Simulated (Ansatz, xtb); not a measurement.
Relative energy of two isomers of C3H3ClN2S

Structure a: `Sc1cn[nH]c1Cl`, a singlet. Structure b: `Sn1ccc(Cl)n1`, a singlet. Both are isolated molecules in the gas phase, relaxed with PBE-D3(BJ)/def2-SVP; the shapes shown needn't be the lowest conformers.

a (Å):

```yaml
atoms:
  - { symbol: C, position_ang: [-0.2474, 1.8999, -0.4330] }
  - { symbol: C, position_ang: [-0.3693, 2.4205, 0.8883] }
  - { symbol: C, position_ang: [-0.5105, 0.5363, -0.2678] }
  - { symbol: Cl, position_ang: [-0.5436, -0.7295, -1.4276] }
  - { symbol: N, position_ang: [-0.6778, 1.4677, 1.7803] }
  - { symbol: N, position_ang: [-0.7588, 0.3370, 1.0638] }
  - { symbol: S, position_ang: [0.1418, 2.7800, -1.9077] }
  - { symbol: H, position_ang: [0.0833, 1.6795, -2.7105] }
  - { symbol: H, position_ang: [-0.2417, 3.4594, 1.2166] }
  - { symbol: H, position_ang: [-0.9851, -0.5501, 1.5152] }
```

b (Å):

```
atom    x (Å)    y (Å)    z (Å)
   C  -1.1263   1.7866   0.5054
   C  -0.5118   0.7484   1.1897
   C   0.3297   0.1493   0.2085
  Cl   1.3695  -1.2044   0.4507
   N  -0.6379   1.7464  -0.7807
   N   0.2520   0.7448  -0.9815
   S  -1.1164   2.7826  -2.0702
   H  -0.0430   3.6305  -1.9962
   H  -1.8563   2.5435   0.8106
   H  -0.6401   0.4545   2.2355
```

Problem. Estimate which is lower in electronic energy at CCSD(T)/def2-SVP + ΔMP2/def2-TZVPP, and by roughly how much.

Solution. The CCSD(T)/def2-SVP + ΔMP2/def2-TZVPP calculation puts structure a lower, by 10.7 kcal/mol.

How the difference moves with the method:

| level | geometry | E(b) − E(a) (kcal/mol) | departure from the last row (kcal/mol) | job, with rough time for the two |
| --- | --- | --- | --- | --- |
| PBE-D3(BJ)/def2-SVP | PBE-D3(BJ)/def2-SVP | +13.3 | +2.6 | optimisation, 34 s |
| HF/def2-SVP | PBE-D3(BJ)/def2-SVP | +9.6 | −1.1 | part of the CCSD(T) run |
| MP2/def2-SVP | PBE-D3(BJ)/def2-SVP | +12.9 | +2.2 | part of the CCSD(T) run |
| CCSD(T)/def2-SVP | PBE-D3(BJ)/def2-SVP | +11.3 | +0.6 | single point |
| CCSD(T)/def2-SVP + ΔMP2/def2-TZVPP | PBE-D3(BJ)/def2-SVP | +10.7 |  | single point, 45 s |

As drawn, b has 1 N–S, 1 C–H in place of 1 C–S, 1 N–H.

The levels shown agree on the order. The largest departure from CCSD(T)/def2-SVP + ΔMP2/def2-TZVPP is that of PBE-D3(BJ)/def2-SVP, 2.6 kcal/mol. No reliable frequencies are at hand for b, so it isn't confirmed as a minimum. Levels run at GFN2-xTB geometries aren't shown. The last row adds to CCSD(T) the change of the MP2 difference between the two basis sets, here −0.6 kcal/mol.

The correlated steps freeze 15 core orbitals. Programs: Ansatz 0.2.0, xtb 6.7.1; the last row on 2 threads of Intel(R) Xeon(R) Platinum 8488C (Sapphire Rapids) on a shared host.
